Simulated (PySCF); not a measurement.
**Bond curve of TlO⁻**

Set-up: PySCF, scalar-relativistic core potentials, basis sets Tl aug-cc-pVDZ-PP with ECP60, O aug-cc-pVDZ. Energies in eV from Tl + O⁻ in their ground configurations at the same level. State: ¹Σ⁺ (singlet), closed shell.

```json
{"R (Å)": "1.738", "r²SCAN": "-2.293", "PW91": "-2.463", "PBE0": "-2.132"}
{"R (Å)": "1.819", "r²SCAN": "-3.045", "PW91": "-3.238", "PBE0": "-2.854"}
{"R (Å)": "1.900", "r²SCAN": "-3.460", "PW91": "-3.684", "PBE0": "-3.243"}
{"R (Å)": "1.960", "r²SCAN": "-3.613", "PW91": "-3.862", "PBE0": "-3.377"}
{"R (Å)": "2.021", "r²SCAN": "-3.665", "PW91": "-3.942", "PBE0": "-3.412"}
{"R (Å)": "2.082", "r²SCAN": "-3.641", "PW91": "-3.947", "PBE0": "-3.373"}
{"R (Å)": "2.163", "r²SCAN": "-3.525", "PW91": "-3.869", "PBE0": "-3.237"}
{"R (Å)": "2.264", "r²SCAN": "-3.291", "PW91": "-3.681", "PBE0": "-2.979"}
{"R (Å)": "2.385", "r²SCAN": "-2.938", "PW91": "-3.380", "PBE0": "-2.600"}
{"R (Å)": "2.546", "r²SCAN": "-2.425", "PW91": "-2.929", "PBE0": "-2.051"}
```

Task: Put a parabola through the three lowest points of the r²SCAN curve and estimate Re, k and ωe (reduced mass 14.84 u; 1 eV/Å² = 0.16022 mdyn/Å; ωe = 1302.8·√(k/μ) cm⁻¹).

Result: Through R = 1.96, 2.021, 2.082 Å the second-order coefficient is 10.2 eV/Å², so Re ≈ 2.032 Å, k ≈ 3.27 mdyn/Å and ωe ≈ 612 cm⁻¹. A polynomial fit of higher order to the unrounded r²SCAN energies gives Re = 2.030 Å, k = 3.13 mdyn/Å, ωe = 599 cm⁻¹; anharmonicity and rounding make the difference.

The higher-order fit for each curve: r²SCAN: Re = 2.030 Å, ωe = 599 cm⁻¹, De = 3.67 eV; PW91: Re = 2.055 Å, ωe = 561 cm⁻¹, De = 3.95 eV; PBE0: Re = 2.016 Å, ωe = 614 cm⁻¹, De = 3.41 eV.

Spin–orbit coupling is left out, which matters for elements this heavy, above all for dissociation energies. For an ion De counts to the pair picked by the measured ionisation energies or electron affinities, which need not be the lowest pair at this level. The highest Kohn–Sham level is positive in this anion. Much of that is self-interaction error, but it also means that the finite basis helps to hold the extra electron.
